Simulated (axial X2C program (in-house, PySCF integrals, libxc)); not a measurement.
## PdS: properties at the nuclei

Computed with an axial X2C code built on PySCF integrals: two-component X2C with atomic mean-field Coulomb and Gaunt terms, Gaussian nuclei, basis Pd dyall-cv3z, S dyall-av3z with contracted cores.

R = 2.110 Å (near the PBE0 minimum at charge 0 of the determinant lowest at the starting distance; the state shown can have its own minimum elsewhere).

Input and command:
```json
{"zs": [46, 16], "q": 0, "bas": ["dyall-cv3z", "dyall-av3z"], "r0": 2.11, "levels": ["PBE0", "HF", "BHandHLYP", "BP86", "r2SCAN"], "nst": 3}
```
```bash
python soeom.py task.json out
```

Keys: zs atomic numbers; q charge; bas basis sets; r0 starting distance in Å; levels methods; nst determinants followed.

Determinant lowest in the PBE0 search, Ω = 1 (⟨Sz⟩ = 0.98, ⟨Lz⟩ = 0.02 at PBE0), spin on the atoms Pd 0.29, S 0.69:

```csv
level,Eeff magnitude (GV/cm),Ws magnitude Pd (kHz),A∥/gI Pd (MHz),qzz Pd (a.u.),A∥/gI S (MHz),qzz S (a.u.),μ (D)
PBE0,1.37,0.405,-276,1.21,-176,-1.47,-2.87
BHandHLYP,1.52,0.475,-319,0.65,-166,-1.78,-3.03
BP86,1.19,0.343,-182,2.04,-171,-1.06,-2.41
r2SCAN,1.07,0.229,-282,1.54,-113,-1.21,-2.75
```

Determinant 0.31 eV from it at PBE0 and this distance, Ω = 2 (⟨Sz⟩ = 0.97, ⟨Lz⟩ = 1.03 at PBE0), spin on the atoms Pd 0.41, S 0.56:

| level | Eeff magnitude (GV/cm) | Ws magnitude Pd (kHz) | A∥/gI Pd (MHz) | qzz Pd (a.u.) | A∥/gI S (MHz) | qzz S (a.u.) | μ (D) |
| --- | --- | --- | --- | --- | --- | --- | --- |
| PBE0 | 3.97 | 0.888 | 802 | 2.54 | 180 | 0.81 | -3.76 |
| HF | 2.59 | 0.567 | 331 | 1.97 | 186 | -0.76 | -5.34 |
| BHandHLYP | 3.63 | 0.803 | 620 | 2.41 | 197 | 0.24 | -4.07 |
| BP86 | 2.85 | 0.616 | 970 | 2.85 | 185 | 1.19 | -3.29 |
| r2SCAN | 4.11 | 0.903 | 972 | 2.77 | 178 | 1.13 | -3.67 |

Eeff is the effective electric field on the electron electric dipole moment in this Ω state and Ws the scalar–pseudoscalar constant of the nucleus named (defined with the proton number Z and per Ω); A∥ (defined per Ω) follows by multiplying with gI = μI/(I μN); qzz is the electric field gradient, eQq0 = 234.96 MHz × Q/barn × qzz; μ is positive if the S end (last atom) is positive. The operators were transformed with the bare-nucleus X2C matrices; with these basis sets, hyperfine constants and field gradients can be off by tens of per cent, and where levels differ in sign neither size nor sign is settled.

(1) With gI(105Pd) = -0.2570, gI(33S) = 0.4292, Q(33S) = -0.0694 barn (g factors from the IAEA table of nuclear moments by Stone; Q from Pyykkö, Mol. Phys. 2018), turn the PBE0 values of the first state into constants in MHz.

Each state is one determinant with collinear spin, which with several unpaired electrons need not be a pure state. Unrestricted Hartree–Fock can overshoot spin polarisation at the nuclei. With several open shells hyperfine constants can be off by a factor of several. Open-shell Ω = 0 determinants with evenly filled partner blocks cannot be reached by this program, so the Ω shown need not be the lowest component. Left out as unconverged or as another state under the same occupation: HF in at least one table. States lie within half an eV, so the first need not be the ground state. Further determinants of the search, some of them spin-mixed, are not shown. Where a field gradient or hyperfine factor spreads by more than a factor of two over the levels, a constant derived from it is not to be relied on. PBE0 term energies can be off by some tenths of an eV.

Results:

(1) A∥(105Pd) = -276 × -0.2570 = 70.9 MHz; A∥(33S) = -176 × 0.4292 = -75.5 MHz; eQq0(33S) = 234.96 × (-0.0694) × (-1.47) = 24 MHz.
